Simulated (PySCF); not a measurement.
Level of theory: ωB97X-D3(BJ)/def2-TZVP // B3LYP-D3(BJ)/def2-TZVP in PySCF. Isolated molecules, 0 K electronic values unless said otherwise. Delta-SCF ions had no search for a lower state. 

Reference species (SMILES): `[GaH3]` (neutral, multiplicity 1).

| Item | Value |
|---|---|
| vertical ionisation energy (Delta-SCF) | 11.46 eV |
| HOMO–LUMO gap | 11.19 eV |

Changed species: `[CH3][GaH][CH3]` (1 of 3 CH3 replaced by H; the reference has 3 of 3 CH3 replaced by H).

Problem. Give the shifts of the vertical ionisation energy (Delta-SCF) and HOMO–LUMO gap.

Solution. the vertical ionisation energy (Delta-SCF) decreases by 1.50 eV, to 9.96 eV; the HOMO–LUMO gap decreases by 0.21 eV, to 10.98 eV.
